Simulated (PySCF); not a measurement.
BeIn at UHF-CCSD(T)

Level: UHF-CCSD(T). basis Be cc-pVDZ, In cc-pVDZ-PP with ECP28; scalar-relativistic core potentials; PySCF 2.14.

For BeIn, the state is ²Π (doublet), unpaired electrons π ↑, the bond length is 2.623 Å and the harmonic wavenumber is 282 cm⁻¹. The force constant is 0.393 mdyn/Å, the rotational constant Be is 0.2932 cm⁻¹ and the anharmonicity ωexe is 6.35 cm⁻¹. The vibration–rotation constant αe is 0.00590 cm⁻¹ and the well depth De to Be + In is 7.6 kcal/mol. The dissociation energy D0 is 7.2 kcal/mol.

Correlated steps freeze 4 core orbitals. The bond is weak. Basis-set superposition, not corrected here, can be much of De in a small basis, most of all at correlated wavefunction levels. Spin–orbit coupling is left out, which matters for elements this heavy, above all for dissociation energies. The state is the lowest determinant that a PBE0 search found; another state may lie lower at other levels.
